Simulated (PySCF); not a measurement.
C₂H₅FO₂Si, SMILES O=CC[Si@H](O)F.

Coordinates come from a B3LYP-D3(BJ)/def2-SVP optimisation. The structure was generated by enumeration; whether it is a known compound was not checked. Other conformers were not sampled.

These are SMD-B3LYP/def2-SVP in PySCF values and carry that method's errors.

Solvation free energies are E(SMD) − E(gas) at the gas-phase geometry, for 1 M in both phases. In vacuum the dipole moment is 3.26 D.

**Question.** Estimate the solvation free energies in water, dimethylsulfoxide, chloroform. (The exact figures need the calculation; the answer reports its results.)

**Answer.** 
```json
[
 {"solvent": "water", "ΔG(solv) (kcal/mol)": "-4.9", "its non-electrostatic (CDS) part": "4.2", "dipole (D)": "4.33"},
 {"solvent": "dimethylsulfoxide", "ΔG(solv) (kcal/mol)": "-6.3", "its non-electrostatic (CDS) part": "-0.6", "dipole (D)": "4.12"},
 {"solvent": "chloroform", "ΔG(solv) (kcal/mol)": "-4.8", "its non-electrostatic (CDS) part": "0.0", "dipole (D)": "3.89"}
]
```
